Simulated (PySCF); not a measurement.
Assigning NMR signals

Atoms are numbered as in `[CH3:1][CH:2]([CH3:3])[S:4](=[O:5])(=[O:6])[OH:7]`. Each H is labelled by its parent atom.

- coordinates at the PBE0-D3(BJ)/def2-TZVP level
- B97-2/pcSseg-2 with gauge-including orbitals
- program: PySCF 2.14.0 with density-fitted response routines
- no relativistic terms, averaged over atoms made equivalent by symmetry, fast rotation or ring inversion, a single conformation, no solvent

Chemical shifts δ = σref − σ; TMS for $^{13}$C, $^{1}$H, all at this level.

(1) Assign these signals to the numbered atoms. $^{13}$C{$^{1}$H} NMR (computed): δ 59.5, 18.5.

(2) Assign these signals to the numbered atoms. $^{1}$H NMR (300 MHz, computed): δ 4.63 (br s, 1H), 2.92 (sept, 1H), 1.38 (d, 6H).

Results:

(1) 
59.5 → C2, sp3 CH bonded to S
18.5 → C1/C3, methyl carbon: aliphatic region, no heteroatom directly attached

(2) 
4.63 → H(O7), hydrogen on an oxygen bonded to S: exchangeable, gas-phase position
2.92 → H(C2), hydrogen on an sp3 CH bonded to S
1.38 → H(C1)/H(C3), hydrogen on a methyl carbon

The OH or NH signal is concentration- and solvent-dependent in practice; the value given is the gas-phase one. Shifts are as computed. Against solution values, carbons near 30 ppm lie about +3 ppm off and those near 130 ppm about +7 ppm. Of 1211 compounds with measured shifts, 218 miss one by over three times the rms of a fit or turn the order of signals round; such compounds aren't used in these exercises. Multiplicities follow the n + 1 count of equivalent neighbours, as no J values were calculated; m marks all less simple cases, F and P coupling included.
